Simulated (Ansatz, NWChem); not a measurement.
How basis sets differ on CsBr (SMILES [Br][Cs])

CsBr, singlet, SMILES `[Br][Cs]`. Each level relaxes the structure for itself.

Quantity: the equilibrium bond length, in Å. The values are calculated.

Measured value to compare with: Huber and Herzberg, Constants of Diatomic Molecules gives the equilibrium bond length of the gas as 3.072 Å.

```tsv
level	kind	program	value (Å)	computed − measured
HF/SBKJC-VDZ (core potential)	Hartree–Fock	NWChem	3.334	+0.262
HF/LANL2DZ (core potential)	Hartree–Fock	NWChem	3.409	+0.337
HF/3-21G	Hartree–Fock	Ansatz	3.353	+0.281
HF/jorge-DZP	Hartree–Fock	NWChem	3.324	+0.252
```

Nearest: HF/jorge-DZP (+0.252 Å); farthest: HF/LANL2DZ (core potential) (+0.337 Å). All-electron rows without a relativistic Hamiltonian named are non-relativistic, while core potentials hold scalar relativity, so basis and relativity change together.
